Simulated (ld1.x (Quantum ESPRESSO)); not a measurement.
# u(r) = r·R(r): atom against pseudo-atom (iron)

Columns: radius, all-electron u(r) and pseudo u(r) of the 3d shell (level -5.73 eV) of iron in the configuration [Ar] 3d6.5 4s1.5 4p0; LDA (PZ), scalar-relativistic, PAW scheme, ld1.x (Quantum ESPRESSO) 7.5.

```csv
r (bohr),all-electron,pseudo
0.192,0.2551,0.0232
0.385,0.6663,0.1583
0.578,0.8668,0.4046
0.770,0.8938,0.6462
0.962,0.8383,0.7667
1.155,0.7537,0.7481
1.348,0.6649,0.6650
1.540,0.5820,0.5820
1.732,0.5076,0.5076
1.925,0.4421,0.4421
2.118,0.3851,0.3851
2.310,0.3360,0.3360
2.502,0.2934,0.2934
2.695,0.2564,0.2564
2.888,0.2242,0.2242
3.080,0.1964,0.1964
3.272,0.1721,0.1721
3.465,0.1508,0.1508
3.658,0.1323,0.1323
3.850,0.1161,0.1161
4.043,0.1019,0.1019
4.235,0.0894,0.0894
4.428,0.0785,0.0785
4.620,0.0690,0.0690
4.812,0.0606,0.0606
5.005,0.0532,0.0532
```

Question: How many radial nodes do the two functions have?

Answer: The all-electron 3d function has n − l − 1 = 0; the pseudo-wave has 0.

Question: At about which radius was the pseudo-wave matched?

Answer: 1.40 bohr, where the columns begin to agree (steps of 0.19 bohr).

Question: Is the pseudo-wave norm-conserving?

Answer: No, it belongs to a PAW set: the norm inside the radius is not constrained, and the difference is carried by the augmentation charge.
